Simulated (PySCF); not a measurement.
C5H7O2P.
InChI=1S/C5H7O2P/c1-4-8(3,7)5(2)6/h1H,2-3H3/t8-/m1/s1

Computed with PySCF at PBE0/def2-SVPD, non-relativistic, on one gas-phase PBE0-D3(BJ)/def2-SVP geometry that isn't relaxed in the solvent. The solvent is an IEF-PCM continuum (cavity from Bondi-type radii × 1.2), and excitations are vertical TDDFT with non-equilibrium linear response and a frozen core. The model holds no explicit solvent molecules, cavitation or dispersion.

Gas-phase singlets (H = HOMO, L = LUMO):

```csv
state,E (eV),λ (nm),f,leading configuration
S1,3.533,351,0.003,H→L 94%
S2,5.176,240,0.004,H-1→L 97%
S3,5.368,231,0.001,H→L+1 84%
S4,5.581,222,0.002,H-2→L 55%
S5,5.784,214,0.001,H-3→L 72%
```

Question: What are the lowest 5 singlets in chloroform (ε = 4.711)?

Answer: 
| state | E (eV) | λ (nm) | f | leading configuration | change by rank (eV) |
| --- | --- | --- | --- | --- | --- |
| S1 | 3.621 | 342 | 0.004 | H→L 94% | +0.088 |
| S2 | 5.400 | 230 | 0.005 | H-1→L 91% | +0.224 |
| S3 | 5.492 | 226 | 0.000 | H→L+1 80% | +0.124 |
| S4 | 5.710 | 217 | 0.007 | H-3→L 51% | +0.129 |
| S5 | 5.863 | 211 | 0.007 | H-2→L 47% | +0.079 |

Question: The ground-state energy changes by -0.357 eV from gas to chloroform. By how much does the total energy of gas-phase S2 change?

Answer: E(S2) = E(S0) + excitation energy, so it changes by -0.357 + 0.224 = -0.133 eV: it is lowered less than the ground state, which is what a blue shift means. This is the vertical state, with the slow part of the continuum still set for S0.

Question: How do the frontier levels move from gas to chloroform?

Answer: 
```
orbital  gas (eV)  solvent (eV)  change (eV)
 LUMO+2     -0.21         -0.10        +0.11
 LUMO+1     -0.61         -0.52        +0.09
   LUMO     -1.88         -1.83        +0.05
   HOMO     -7.27         -7.35        -0.08
 HOMO-1     -8.32         -8.52        -0.20
 HOMO-2     -8.90         -8.96        -0.06
 HOMO-3     -9.06         -8.98        +0.08
```

The HOMO–LUMO gap goes from 5.40 to 5.51 eV.

The values belong to the conformer `[CH:1]#[C:2][P@@:3]([CH3:4])(=[O:5])[C:6]([CH3:7])=[O:8]`: C2–P3–C6–C7 -95°.
